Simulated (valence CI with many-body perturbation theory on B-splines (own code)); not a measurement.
**Energy levels of Co XXIII**

Computed by relativistic CI+MBPT: three valence electrons over a frozen Dirac-Fock core [He], radial functions for each j: 11 s, 11 p, 10 d, 8 f, 5 g, 2 h, with the one-electron correlation potential Σ1 (screened to all orders), the two-electron term Σ2, the three-electron term Σ3, Breit, model QED; selected single and double excitations, second order for the rest, scaled by the run's own slope (own B-spline code, finite nucleus).

No measured levels were compared; by estimate levels of excited configurations hold to 0.05 to 0.15 % of their energy, terms of the ground configuration to about 0.5 %.

Levels 1 to 45 of 205, with energies above the lowest level, 2s²2p ²P°_1/2. "Leading %" is the weight of the configuration and term that name the level; weights of strongly mixed levels are sums over their largest components and can fall short, so below about 35 % the name and the second component can differ from the true leading terms, or belong to a minority configuration. Lifetimes count E1, E2, E3, M1 and M2 decay at the calculated energies, and are blank where another channel may lead or the interval is too uncertain; long ones can be off by a factor of two.

| No. | Configuration | Term | J | E (eV) | Leading % | Second component | Lifetime | g |
| --- | --- | --- | --- | --- | --- | --- | --- | --- |
| 1 | 2s²2p | ²P° | 1/2 | 0.0 | 98 |  |  | 0.660 |
| 2 | 2s²2p | ²P° | 3/2 | 17.3 | 98 |  | 40.8 μs | 1.330 |
| 3 | 2s2p² | ⁴P | 1/2 | 53.4 | 95 | 4 % 2s2p² ²S | 7.60 ns | 2.625 |
| 4 | 2s2p² | ⁴P | 3/2 | 61.8 | 99 |  | 72.7 ns | 1.724 |
| 5 | 2s2p² | ⁴P | 5/2 | 69.3 | 93 | 7 % 2s2p² ²D | 9.76 ns | 1.567 |
| 6 | 2s2p² | ²D | 3/2 | 97.8 | 94 | 6 % 2s2p² ²P | 80.6 ps | 0.829 |
| 7 | 2s2p² | ²D | 5/2 | 101.6 | 93 | 7 % 2s2p² ⁴P | 157 ps | 1.225 |
| 8 | 2s2p² | ²P | 1/2 | 112.1 | 63 | 34 % 2s2p² ²S | 23.9 ps | 1.177 |
| 9 | 2s2p² | ²S | 1/2 | 130.4 | 62 | 36 % 2s2p² ²P | 26.2 ps | 1.522 |
| 10 | 2s2p² | ²P | 3/2 | 132.1 | 94 | 5 % 2s2p² ²D | 18.4 ps | 1.302 |
| 11 | 2p³ | ⁴S° | 3/2 | 165.9 | 88 | 9 % 2p³ ²P° | 21.4 ps | 1.898 |
| 12 | 2p³ | ²D° | 3/2 | 184.3 | 80 | 12 % 2p³ ²P° | 41.0 ps | 0.957 |
| 13 | 2p³ | ²D° | 5/2 | 188.9 | 100 |  | 43.5 ps | 1.196 |
| 14 | 2p³ | ²P° | 1/2 | 207.4 | 98 |  | 21.0 ps | 0.660 |
| 15 | 2p³ | ²P° | 3/2 | 216.5 | 77 | 17 % 2p³ ²D° | 21.4 ps | 1.268 |
| 16 | 2s²3s | ²S | 1/2 | 1097.3 | 95 |  | 310 fs | 2.000 |
| 17 | 2s²3p | ²P° | 1/2 | 1120.7 | 92 |  | 4.06 ps | 0.665 |
| 18 | 2s²3p | ²P° | 3/2 | 1125.5 | 92 |  | 3.76 ps | 1.333 |
| 19 | 2s2p3s | ⁴P° | 1/2 | 1143.9 | 96 |  | 289 fs | 2.600 |
| 20 | 2s²3d | ²D | 3/2 | 1146.8 | 95 |  | 43.6 fs | 0.798 |
| 21 | 2s2p3s | ⁴P° | 3/2 | 1148.2 | 90 | 8 % 2s2p3s ²P° | 274 fs | 1.695 |
| 22 | 2s²3d | ²D | 5/2 | 1148.3 | 95 |  | 45.4 fs | 1.199 |
| 23 | 2s2p3s | ²P° | 1/2 | 1157.2 | 94 |  | 399 fs | 0.706 |
| 24 | 2s2p3s | ⁴P° | 5/2 | 1160.6 | 98 |  | 254 fs | 1.597 |
| 25 | 2s2p3p | ⁴D | 1/2 | 1164.4 | 75 | 21 % 2s2p3p ²P | 486 fs | 0.183 |
| 26 | 2s2p3p | ⁴D | 3/2 | 1168.2 | 73 | 19 % 2s2p3p ²P | 564 fs | 1.228 |
| 27 | 2s2p3s | ²P° | 3/2 | 1170.1 | 90 | 6 % 2s2p3s ⁴P° | 295 fs | 1.355 |
| 28 | 2s2p3p | ²P | 3/2 | 1173.4 | 28 | 24 % 2s2p3p ⁴S | 264 fs | 1.484 |
| 29 | 2s2p3p | ²P | 1/2 | 1175.0 | 65 | 22 % 2s2p3p ⁴D | 115 fs | 0.648 |
| 30 | 2s2p3p | ⁴D | 5/2 | 1175.5 | 88 | 8 % 2s2p3p ⁴P | 11.7 ps | 1.381 |
| 31 | 2s2p3p | ⁴P | 1/2 | 1177.9 | 90 | 7 % 2s2p3p ²S | 1.88 ps | 2.570 |
| 32 | 2s2p3p | ²D | 3/2 | 1180.4 | 45 | 28 % 2s2p3p ⁴S | 157 fs | 1.331 |
| 33 | 2s2p3p | ⁴D | 7/2 | 1186.7 | 100 |  | 147 ps | 1.426 |
| 34 | 2s2p3p | ⁴P | 3/2 | 1187.0 | 45 | 21 % 2s2p3p ²P | 218 fs | 1.417 |
| 35 | 2s2p3d | ⁴F° | 3/2 | 1188.1 | 88 | 6 % 2s2p3d ²D° | 407 fs | 0.467 |
| 36 | 2s2p3p | ⁴P | 5/2 | 1189.3 | 63 | 26 % 2s2p3p ²D | 345 fs | 1.467 |
| 37 | 2s2p3p | ⁴S | 3/2 | 1189.9 | 40 | 21 % 2s2p3p ²P | 255 fs | 1.582 |
| 38 | 2s2p3d | ⁴F° | 5/2 | 1190.8 | 83 | 12 % 2s2p3d ⁴D° | 199 fs | 1.073 |
| 39 | 2s2p3d | ⁴F° | 7/2 | 1195.1 | 76 | 19 % 2s2p3d ⁴D° | 122 fs | 1.268 |
| 40 | 2s2p3p | ²D | 5/2 | 1195.9 | 71 | 27 % 2s2p3p ⁴P | 121 fs | 1.307 |
| 41 | 2s2p3d | ⁴P° | 5/2 | 1196.0 | 45 | 26 % 2s2p3d ²D° | 52.1 fs | 1.407 |
| 42 | 2s2p3d | ⁴D° | 3/2 | 1197.4 | 57 | 25 % 2s2p3d ⁴P° | 36.8 fs | 1.292 |
| 43 | 2s2p3d | ⁴D° | 1/2 | 1197.8 | 80 | 6 % 2s2p3d ⁴P° | 30.6 fs | 0.251 |
| 44 | 2s2p3s | ²P° | 1/2 | 1198.7 | 90 | 5 % 2s2p3d ⁴D° | 166 fs | 0.659 |
| 45 | 2s2p3s | ²P° | 3/2 | 1198.9 | 82 | 5 % 2s2p3d ²P° | 142 fs | 1.312 |

Names give the largest LS component (configuration and term), which can be under half, so a name can repeat, a term be missing and a line seem to break the LS rules; names also repeat where a configuration has a term twice.

The ionisation energy to 2s² ¹S0 of the next ion comes out as 1961.2 eV (NIST: 1960.8 ± 0.8 eV (semi-empirical)). All 205 levels together are meant to be complete up to 1617.7 eV.
